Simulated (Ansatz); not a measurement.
Cost and result for the atomization energy of C3H8Cl3NSn, SMILES `CC(C)[NH][Sn]([Cl])([Cl])[Cl]` (16 atoms, 15 bonds).

```csv
atom,x (Å),y (Å),z (Å)
C1,-1.3150,0.5922,-0.3634
C2,-0.3202,-0.5512,-0.3955
C3,-0.9748,-1.8675,-0.0130
N4,0.7650,-0.2887,0.5547
Sn5,1.7919,1.4191,0.4681
Cl6,2.0636,2.2493,-1.6752
Cl7,0.7977,3.0982,1.6823
Cl8,3.8660,1.0091,1.3830
H9,-2.1516,0.3882,-1.0338
H10,-1.7018,0.7355,0.6483
H11,-0.8670,1.5348,-0.6966
H12,0.0626,-0.6435,-1.4227
H13,-1.3910,-1.8050,0.9952
H14,-1.7791,-2.1108,-0.7110
H15,-0.2536,-2.6888,-0.0359
H16,1.4075,-1.0710,0.6154
```

Total charge 0; spin multiplicity 1. Correlated methods include outer-core shells of Sn, which these sets cover unevenly. Sn takes the def2 core potential. Geometry: relaxed with PBE0-D4/def2-TZVP. It is one conformer, not always the lowest. Program: Ansatz. All runs use 4 threads of an AMD EPYC 7R13 on a shared host and a share of an NVIDIA H100 80 GB. Times are those of one run each, without the atoms' runs, and a repeat can differ threefold. Electronic energies, without spin–orbit coupling; frozen cores. CCSD(T)/CBS adds CCSD(T) − MP2 in def2-TZVPP to the MP2 limit, and its time is that of the two runs behind it. T1 = 0.011. With those shells the extrapolation isn't a true limit. B3LYP takes the VWN-RPA correlation (the form of Gaussian; ORCA's B3LYP/G).

CCSD(T)/CBS is a level of theory with its own doubt, some kJ/mol a heavy atom from the limit and from the frozen cores, so smaller differences don't rank the functionals.

```
                            level  functions  wall time
                 CCSD(T)/def2-SVP        176        2 s
               BLYP-D4/def2-TZVPP        412      2.8 s
           LDA (SPW92)/def2-TZVPP        412      2.9 s
  PBE-D4/def2-TZVPP (with forces)        412      3.2 s
              BHLYP-D4/def2-TZVPP        412      3.5 s
               PBE0-D4/def2-TZVPP        412      3.5 s
          CAM-B3LYP-D4/def2-TZVPP        412        4 s
                   MP2/def2-QZVPP        760      4.5 s
                B97M-V/def2-TZVPP        412      5.5 s
B3LYP-D4/def2-TZVPP (with forces)        412      5.5 s
 ωB97M-V/def2-TZVPP (with forces)        412        7 s
               CCSD(T)/def2-TZVPP        412       21 s
                CCSD(T)/CBS(def2)          –       26 s
```

(1) What atomization energy does each give, and how far from CCSD(T)/CBS? (Best estimate.)

## Answers

(1) Ansatz gave: 
```csv
level,atomization (kcal/mol),difference from CCSD(T)/CBS,per bond
CCSD(T)/def2-SVP,1288.0,-86.5,-5.8
BLYP-D4/def2-TZVPP,1357.8,-16.7,-1.1
LDA (SPW92)/def2-TZVPP,1569.1,194.6,13.0
PBE-D4/def2-TZVPP (with forces),1396.9,22.4,1.5
BHLYP-D4/def2-TZVPP,1328.4,-46.1,-3.1
PBE0-D4/def2-TZVPP,1375.8,1.3,0.1
CAM-B3LYP-D4/def2-TZVPP,1367.6,-6.9,-0.5
MP2/def2-QZVPP,1380.8,6.3,0.4
B97M-V/def2-TZVPP,1380.9,6.4,0.4
B3LYP-D4/def2-TZVPP (with forces),1362.2,-12.3,-0.8
ωB97M-V/def2-TZVPP (with forces),1373.2,-1.3,-0.1
CCSD(T)/def2-TZVPP,1332.5,-42.0,-2.8
CCSD(T)/CBS(def2),1374.5,0.0,0.0
```

At CCSD(T), def2-SVP lies −86.6 kcal/mol from the extrapolated value and def2-TZVPP −42.1 kcal/mol: correlation converges slowly with the basis, and small sets miss more of it in the bonded molecule than in its fragments. From BLYP to BHLYP (50 % exact exchange), in def2-TZVPP and without D4, the atomization energy moves by −19.9 kcal/mol: exact exchange takes away binding that semilocal exchange gives to molecules. The D4 term adds +20.0 kcal/mol with B3LYP and +10.9 kcal/mol with PBE0; it sums over pairs of atoms, weighted by their polarisabilities, and B3LYP, whose exchange is more repulsive, gets the larger term.

Spin–orbit coupling would lower the free Sn atoms strongly, and the atomization energy with them, by more than many differences here. For some Ge, Se and Sn compounds the MP2-based and the directly extrapolated limit differ by 10 to 25 kJ/mol.
